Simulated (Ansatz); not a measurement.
A structure relaxed at PBE0-D4/def2-TZVP, charge 0, multiplicity 1:

```tsv
atom	x (Å)	y (Å)	z (Å)
C1	-1.0158	0.0411	1.0931
C2	-0.1797	0.4789	-0.1092
B3	0.5320	-0.6957	-0.8519
S4	2.1876	-0.6545	-1.4988
H5	-0.3877	-0.3896	1.8768
H6	-1.7476	-0.7184	0.8083
H7	-1.5586	0.8816	1.5320
H8	-0.8489	0.9293	-0.8592
H9	0.5177	1.2736	0.1754
H10	-0.0329	-1.7314	-1.0607
H11	2.5340	0.5851	-1.1057
```

Problem. Give its formula and SMILES.

Solution. C2H7BS, `CCBS`.

Problem. Summarise the bond lengths by kind.

Solution. 1 × C–C 1.528 Å; 5 × C–H 1.092 to 1.101 Å; 1 × B–C 1.561 Å; 1 × B–S 1.778 Å; 1 × B–H 1.198 Å; 1 × H–S 1.346 Å.

Program: Ansatz 0.2.0.
